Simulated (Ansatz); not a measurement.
Basis-set extrapolation for BFH6OSi2, SMILES `FBO[SiH2][SiH3]` (PBE0-D4/def2-TZVP geometry, frozen core, Ansatz). Multiplicity 1, RHF reference.

|  | def2-TZVPP | def2-QZVPP |
| --- | --- | --- |
| HF | -780.608612 | -780.636370 |
| MP2 correlation | -0.826737 | -0.895296 |
| CCSD(T) correlation | -0.905442 | not run |

Energies in hartree. Use E(X) = E(∞) + A·exp(−7.88·√X) for Hartree–Fock and E(X) = E(∞) + B·X^(−2.97) for correlation, with X = 3 and 4, and add CCSD(T) minus MP2 of the smaller set to the MP2 limit.

**Question.** What is the CCSD(T) energy at the basis-set limit?

**Answer.** HF limit: -780.636370 + (-0.027758) × 0.13774 = -780.64019. MP2 limit: -0.895296 + (-0.068559) × 0.74074 = -0.94608. Higher-order term: -0.905442 − (-0.826737) = -0.07870. Total: -781.66497 hartree, 396.2 kJ/mol below CCSD(T)/def2-TZVPP.
